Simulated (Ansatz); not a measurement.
`C[CH2][Al]([CH3])[CH3]` + H₂O → `[CH3][Al]([CH3])[CH2]O` + CH₄ at 298.15 K and 1 bar (formal hydrolysis of a C–C bond).

Gas-phase electronic energies from Ansatz, PBE0-D4/def2-TZVP geometries. CBS: MP2 limit from def2 TZ/QZ plus the TZ coupled-cluster correction, frozen cores. This one scheme is used for every species. One conformer a species, not always the lowest.

```json
{"species": "`C[CH2][Al]([CH3])[CH3]`", "CCSD(T)/CBS energy (Eh)": "-400.86736", "H − E (kJ/mol)": "382.2", "S (J/(mol·K))": "422.1"}
{"species": "H₂O", "CCSD(T)/CBS energy (Eh)": "-76.37941", "H − E (kJ/mol)": "66.4", "S (J/(mol·K))": "188.7"}
{"species": "`[CH3][Al]([CH3])[CH2]O`", "CCSD(T)/CBS energy (Eh)": "-436.76167", "H − E (kJ/mol)": "320.3", "S (J/(mol·K))": "406.2"}
{"species": "CH₄", "CCSD(T)/CBS energy (Eh)": "-40.46206", "H − E (kJ/mol)": "127.4", "S (J/(mol·K))": "186.2"}
```

H − E and S are ideal-gas, rigid-rotor, harmonic terms from PBE0-D4/def2-TZVP, for one conformer and one mirror image of each species. 1 Eh = 2625.50 kJ/mol, R = 8.31446 J/(mol·K).

By hand: ΔE, ΔH, ΔS and ΔG.

ΔE = (-436.76167) + (-40.46206) − (-400.86736) − (-76.37941) = 0.02304 Eh = 60.5 kJ/mol. Δ(H − E) = 320.3 + 127.4 − 382.2 − 66.4 = -0.9, so ΔH = 59.6 kJ/mol. ΔS = 406.2 + 186.2 − 422.1 − 188.7 = -18.4 J/(mol·K). ΔG = 59.6 − 298.15 × (-18.4)/1000 = 65.1 kJ/mol.

By hand: the equilibrium constant, and the temperature at which ΔG would vanish if ΔH and ΔS stayed fixed.

log₁₀ K = −ΔG/(RT ln 10) = -11.4. ΔH and −TΔS have one sign here, so there is no such temperature.

ΔH outweighs TΔS. A doubt of 5 kJ/mol in ΔE shifts log₁₀ K by 0.9 here. Other conformers and mirror images would add mixing entropy, several J/(mol·K) or more a flexible species. Modes under 60 cm⁻¹, often nearly free rotors, make the harmonic entropy too high. These are equilibria of isolated gas molecules and say nothing of rates. Largest T1 diagnostic: 0.010 (customary marks: 0.02 for closed shells, 0.045 for open ones).
